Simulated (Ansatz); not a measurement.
`C[Si](C)(F)C#N` + H₂ → `C[SiH](F)C#N` + CH₄ at 500 K and 1 bar (hydrogenolysis of the Si–C bond).

Isolated molecules relaxed with PBE0-D4/def2-TZVP in Ansatz; ΔE leaves out vibrations. CBS: MP2 limit from def2 TZ/QZ plus the TZ coupled-cluster correction, frozen cores. This one scheme is used for every species.

```json
{"species": "`C[Si](C)(F)C#N`", "CCSD(T)/CBS energy (Eh)": "-561.44132", "H − E (kJ/mol)": "279.0", "S (J/(mol·K))": "446.3"}
{"species": "H₂", "CCSD(T)/CBS energy (Eh)": "-1.17544", "H − E (kJ/mol)": "41.0", "S (J/(mol·K))": "145.5"}
{"species": "`C[SiH](F)C#N`", "CCSD(T)/CBS energy (Eh)": "-522.15876", "H − E (kJ/mol)": "192.8", "S (J/(mol·K))": "392.1"}
{"species": "CH₄", "CCSD(T)/CBS energy (Eh)": "-40.46206", "H − E (kJ/mol)": "135.6", "S (J/(mol·K))": "206.8"}
```

H − E and S are ideal-gas, rigid-rotor, harmonic terms from PBE0-D4/def2-TZVP, for one conformer and one mirror image of each species. For small species the MP2-based limit differs from directly extrapolated CCSD(T) by up to some mEh (0.8 for H₂); such offsets cancel only in part. 1 Eh = 2625.50 kJ/mol, R = 8.31446 J/(mol·K).

Problem. By hand: ΔE, ΔH, ΔS and ΔG.

Solution. ΔE = (-522.15876) + (-40.46206) − (-561.44132) − (-1.17544) = -0.00406 Eh = -10.7 kJ/mol. Δ(H − E) = 192.8 + 135.6 − 279.0 − 41.0 = 8.4, so ΔH = -2.3 kJ/mol. ΔS = 392.1 + 206.8 − 446.3 − 145.5 = 7.1 J/(mol·K). ΔG = -2.3 − 500 × (7.1)/1000 = -5.8 kJ/mol.

Problem. By hand: the equilibrium constant, and the temperature at which ΔG would vanish if ΔH and ΔS stayed fixed.

Solution. log₁₀ K = −ΔG/(RT ln 10) = 0.6. ΔH and −TΔS have one sign here, so there is no such temperature.

TΔS isn't small against ΔH here. The sign of ΔG lies within the doubt. A doubt of 5 kJ/mol in ΔE shifts log₁₀ K by 0.5 here. Other conformers and mirror images would add mixing entropy, several J/(mol·K) or more a flexible species. These are equilibria of isolated gas molecules and say nothing of rates. Largest T1 diagnostic: 0.012 (customary marks: 0.02 for closed shells, 0.045 for open ones).

ΔS is within the doubt of such terms, so its sign, and with it that verdict, could turn.
